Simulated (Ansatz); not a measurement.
LaCu4, relaxed as a doublet with UKS r2SCAN-D4/def2-SVP in Ansatz, starting from the GFN1-xTB geometry. Force threshold 0.02 eV/Å.

In the def2 sets La takes a core potential; there is no spin–orbit coupling. The structure comes from a short search, and lower isomers may exist.

Start:

```xyz
5

La   -1.011    0.109    1.241
Cu    0.161    1.872    0.135
Cu   -0.642   -0.017   -1.281
Cu   -0.059   -1.862    0.280
Cu    1.551   -0.103   -0.375
```

```
step   energy (eV)  largest force component (eV/Å)  SCF passes
   1  -179396.8558                           3.152          66
   2  -179397.7051                           0.626          48
   3  -179397.9536                           0.282          47
   4  -179398.0303                           0.166          44
   5  -179398.0386                           0.025          38
   6  -179398.0388                           0.007          35
```

Force components are those of the run's own axes.

End:

Cartesian coordinates in Å:
```
La -0.937 0.115 1.521
Cu 0.216 1.916 -0.243
Cu -0.694 -0.009 -1.249
Cu -0.009 -1.941 -0.090
Cu 1.425 -0.081 0.062
```

By distances, no bond broke or formed. The bond that changes most is La1–Cu2, from 2.39 to 2.77 Å (atoms count from 1). The end is the same structure that another start reached, the lowest one found.

No frequencies were taken in this run, so the end may be a saddle point.

Hardware: 4 threads of Arm Neoverse V1 on a shared host. Wall time 1.7 min.
